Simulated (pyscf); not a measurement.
cyclic C₃H₅ (SMILES [CH]1CC1) [doublet] -> allyl (•H₂C–CH=CH₂), a ring opening (doublet surface; C–C broken, none formed). Single points on ωB97X-D3(BJ)/def2-SVP structures (PySCF, gas phase). Correlated levels are frozen-core, on RHF or UHF. ΔMP2 is the change of the MP2 total energy from the triple- to the quadruple-zeta basis. Energies in kJ/mol from the reactant's lowest minimum found.

Small-basis levels: PySCF, no dispersion term, spherical d functions. Open shells are spin-unrestricted. 

### Question
Quick B3LYP/6-31G* single points give ΔE‡ = 103.8 kJ/mol and ΔE = -122.4 kJ/mol. What does CCSD(T)/def2-TZVPP + ΔMP2(QZVPP) give, and how far is the quick result from it?

### Answer
CCSD(T)/def2-TZVPP + ΔMP2(QZVPP) gives ΔE‡ = 104.0 kJ/mol and ΔE = -119.9 kJ/mol. B3LYP/6-31G* lies 0.3 kJ/mol under it in the barrier and 2.5 kJ/mol under it in the reaction energy, so on this step it holds to within 12.6 kJ/mol. CCSD(T)/def2-TZVPP + ΔMP2(QZVPP) has limits of its own. One saddle was located; it need not be the lowest between these sides. The CCSD(T) − MP2 part came from Ansatz, without density fitting, on the same reference. A UHF reference is spin-contaminated (<S²> up to 1.15), which harms MP2 most.
